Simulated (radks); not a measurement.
The nuclear charge of the strontium ion Sr2+ is varied continuously with 36 electrons held in [Kr]. All-electron calculation, scalar-relativistic Kohn-Sham, PBE, spin-polarised, spherical densities, point nucleus. Program: a radial shooting solver on a logarithmic mesh with Libxc functionals. By the Hellmann-Feynman theorem dE/dZ = E(electron-nucleus)/Z, the electronic potential at the nucleus. The scalar-relativistic energy here is not variational (the density holds large components alone), so the two differ by a part that grows with Z.

\begin{tabular}{lrrrrr}
Z & E (hartree) & E(electron-nucleus)/Z (hartree) & HOMO & e(HOMO) (eV) & <r> HOMO (bohr) \\ \hline
37.6 & -3098.89481 & -198.174 & 4p & -30.293 & 1.609 \\
37.8 & -3138.74244 & -199.578 & 4p & -33.360 & 1.578 \\
38 & -3178.87214 & -200.981 & 4p & -36.517 & 1.548 \\
38.2 & -3219.28399 & -202.385 & 4p & -39.763 & 1.520 \\
38.4 & -3259.97806 & -203.789 & 4p & -43.096 & 1.493 \\
\end{tabular}

The central difference of E at Z = 38 is -201.354 hartree, to compare with the third column; the second derivative is -7.05 hartree.
